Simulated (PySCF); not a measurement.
Stretching NaSb

Set-up: PySCF, spin-free X2C with a Gaussian nucleus, basis sets Na x2c-SVPall, Sb x2c-SVPall. Energies in eV from Na + Sb in their ground configurations at the same level. State: ³Σ⁻ (triplet), unpaired electrons π ↑↑.

```tsv
R (Å)	B2PLYP
2.515	-0.773
2.632	-0.992
2.749	-1.114
2.837	-1.158
2.925	-1.172
3.013	-1.161
3.130	-1.120
3.276	-1.035
3.451	-0.904
3.686	-0.716
```

Task: Put a parabola through the three lowest points of the B2PLYP curve and estimate Re, k and ωe (reduced mass 19.32 u; 1 eV/Å² = 0.16022 mdyn/Å; ωe = 1302.8·√(k/μ) cm⁻¹).

Result: Through R = 2.837, 2.925, 3.013 Å the second-order coefficient is 1.61 eV/Å², so Re ≈ 2.930 Å, k ≈ 0.517 mdyn/Å and ωe ≈ 213 cm⁻¹. A polynomial fit of higher order to the unrounded B2PLYP energies gives Re = 2.928 Å, k = 0.491 mdyn/Å, ωe = 208 cm⁻¹; anharmonicity and rounding make the difference.

The higher-order fit for each curve: B2PLYP: Re = 2.928 Å, ωe = 208 cm⁻¹, De = 1.17 eV.

Correlated steps freeze 19 core orbitals. ⟨S²⟩ of the unrestricted solution departs from its pure value on part of the curve, where spin states mix. Spin–orbit coupling is left out, which matters for elements this heavy, above all for dissociation energies. B2PLYP dipoles, levels and charges come from its SCF part alone. The state is the lowest determinant that a PBE0 search found; another state may lie lower at other levels.
